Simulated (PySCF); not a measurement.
Name the molecule from its bond curve

A diatomic of charge 0 contains Ti. Its quartet curve at UHF-CCSD in a triple-zeta basis (spin-free X2C with a Gaussian nucleus, PySCF), in eV from the separated fragments:

```json
{"R (Å)": "2.035", "E (eV)": "-3.462"}
{"R (Å)": "2.125", "E (eV)": "-3.807"}
{"R (Å)": "2.193", "E (eV)": "-3.942"}
{"R (Å)": "2.261", "E (eV)": "-3.998"}
{"R (Å)": "2.329", "E (eV)": "-3.993"}
{"R (Å)": "2.532", "E (eV)": "-3.744"}
{"R (Å)": "2.668", "E (eV)": "-3.468"}
```

The fit gives ωe = 399 cm⁻¹ and the rotational constant Bₑ = 0.1592 cm⁻¹.

Question: Which atom is the partner?

Answer: The minimum lies at 2.288 Å, so the reduced mass is 16.8576 u Å² cm⁻¹/(Bₑ·Re²) = 20.23 u. With Ti at 47.95 u the partner weighs about 35.0 u: Cl. The molecule is TiCl.

Correlated steps freeze 10 core orbitals. With d or f electrons several states lie close, and the lowest PBE0 determinant need not be the measured ground state.
